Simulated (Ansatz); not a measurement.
Cost and result for the atomization energy of `CC(C)[CH2][Sn]([Cl])([Cl])[Cl]` (17 atoms, 16 bonds).

```xyz
17

C    -1.549    0.290   -1.469
C    -0.238    0.209   -0.696
C     0.123    1.557   -0.090
C    -0.345   -0.879    0.366
Sn    1.470   -1.211    1.434
Cl    1.655   -3.397    2.174
Cl    1.717    0.119    3.312
Cl    3.326   -0.813    0.107
H    -1.483    1.038   -2.263
H    -1.803   -0.668   -1.929
H    -2.372    0.576   -0.808
H     0.554   -0.073   -1.399
H    -0.619    1.861    0.655
H     1.101    1.543    0.400
H     0.160    2.330   -0.860
H    -1.091   -0.630    1.126
H    -0.607   -1.851   -0.060
```

The species carries charge 0 and has multiplicity 1. Correlated methods include outer-core shells of Sn, which these sets cover unevenly. Sn takes the def2 core potential. The structure was optimised at the PBE0-D4/def2-TZVP level. It is one conformer, not always the lowest. Program: Ansatz. All runs use 5 threads of an AMD EPYC 7R13 on a shared host and a share of an NVIDIA H100 80 GB. Times are those of one run each, without the atoms' runs, and a repeat can differ threefold. Electronic energies, without spin–orbit coupling; frozen cores. CCSD(T)/CBS adds CCSD(T) − MP2 in def2-TZVPP to the MP2 limit, and its time is that of the two runs behind it. T1 = 0.010. With those shells the extrapolation isn't a true limit. B3LYP takes the VWN-RPA correlation (the form of Gaussian; ORCA's B3LYP/G).

CCSD(T)/CBS is a level of theory with its own doubt, some kJ/mol a heavy atom from the limit and from the frozen cores, so smaller differences don't rank the functionals.

```json
{"level": "B2PLYP/def2-TZVPP", "functions": "426", "wall time": "11 s"}
{"level": "r2SCAN-D4/def2-TZVPP (with forces)", "functions": "426", "wall time": "11 s"}
{"level": "B3LYP-D4/def2-TZVPP (with forces)", "functions": "426", "wall time": "13 s"}
{"level": "CCSD(T)/def2-SVP", "functions": "181", "wall time": "13 s"}
{"level": "CAM-B3LYP-D4/def2-TZVPP", "functions": "426", "wall time": "13 s"}
{"level": "r2SCANh-D4/def2-TZVPP", "functions": "426", "wall time": "13 s"}
{"level": "PBE-QIDH/def2-TZVPP", "functions": "426", "wall time": "15 s"}
{"level": "ωB97M-V/def2-TZVPP (with forces)", "functions": "426", "wall time": "15 s"}
{"level": "revPBE-D4/def2-TZVPP", "functions": "426", "wall time": "16 s"}
{"level": "MP2/def2-QZVPP", "functions": "790", "wall time": "18 s"}
{"level": "PBE-D4/def2-TZVPP (with forces)", "functions": "426", "wall time": "19 s"}
{"level": "CCSD(T)/def2-TZVPP", "functions": "426", "wall time": "35 s"}
{"level": "CCSD(T)/CBS(def2)", "functions": "–", "wall time": "53 s"}
```

Question: What atomization energy does each give, and how far from CCSD(T)/CBS? (Estimate.)

Answer: The calculation gave: 
```json
{"level": "B2PLYP/def2-TZVPP", "atomization (kJ/mol)": "6156.0", "difference from CCSD(T)/CBS": "-121.6", "per bond": "-7.6"}
{"level": "r2SCAN-D4/def2-TZVPP (with forces)", "atomization (kJ/mol)": "6278.5", "difference from CCSD(T)/CBS": "0.9", "per bond": "0.1"}
{"level": "B3LYP-D4/def2-TZVPP (with forces)", "atomization (kJ/mol)": "6219.7", "difference from CCSD(T)/CBS": "-57.9", "per bond": "-3.6"}
{"level": "CCSD(T)/def2-SVP", "atomization (kJ/mol)": "5940.3", "difference from CCSD(T)/CBS": "-337.3", "per bond": "-21.1"}
{"level": "CAM-B3LYP-D4/def2-TZVPP", "atomization (kJ/mol)": "6242.6", "difference from CCSD(T)/CBS": "-35.0", "per bond": "-2.2"}
{"level": "r2SCANh-D4/def2-TZVPP", "atomization (kJ/mol)": "6250.9", "difference from CCSD(T)/CBS": "-26.7", "per bond": "-1.7"}
{"level": "PBE-QIDH/def2-TZVPP", "atomization (kJ/mol)": "6253.9", "difference from CCSD(T)/CBS": "-23.7", "per bond": "-1.5"}
{"level": "ωB97M-V/def2-TZVPP (with forces)", "atomization (kJ/mol)": "6269.3", "difference from CCSD(T)/CBS": "-8.3", "per bond": "-0.5"}
{"level": "revPBE-D4/def2-TZVPP", "atomization (kJ/mol)": "6216.8", "difference from CCSD(T)/CBS": "-60.8", "per bond": "-3.8"}
{"level": "MP2/def2-QZVPP", "atomization (kJ/mol)": "6304.1", "difference from CCSD(T)/CBS": "26.5", "per bond": "1.7"}
{"level": "PBE-D4/def2-TZVPP (with forces)", "atomization (kJ/mol)": "6361.4", "difference from CCSD(T)/CBS": "83.8", "per bond": "5.2"}
{"level": "CCSD(T)/def2-TZVPP", "atomization (kJ/mol)": "6110.1", "difference from CCSD(T)/CBS": "-167.5", "per bond": "-10.5"}
{"level": "CCSD(T)/CBS(def2)", "atomization (kJ/mol)": "6277.6", "difference from CCSD(T)/CBS": "0.0", "per bond": "0.0"}
```

From PBE to PBE0 (25 % exact exchange), in def2-TZVPP and without D4, the atomization energy moves by −61.6 kJ/mol: exact exchange takes away binding that semilocal exchange gives to molecules. The D4 term adds +86.6 kJ/mol with B3LYP and +47.2 kJ/mol with PBE0; it sums over pairs of atoms, weighted by their polarisabilities, and B3LYP, whose exchange is more repulsive, gets the larger term. Leaving LDA and LC-ωPBE aside and taking each functional with its dispersion term where it has one, the values, not all of them listed here, spread over 266.3 kJ/mol, from BHLYP-D4 to PBE-D4. LDA lies +801.3 kJ/mol from PBE without D4, its usual overbinding.

Spin–orbit coupling would lower the free Sn atoms strongly, and the atomization energy with them, by more than many differences here. For some Ge, Se and Sn compounds the MP2-based and the directly extrapolated limit differ by 10 to 25 kJ/mol.
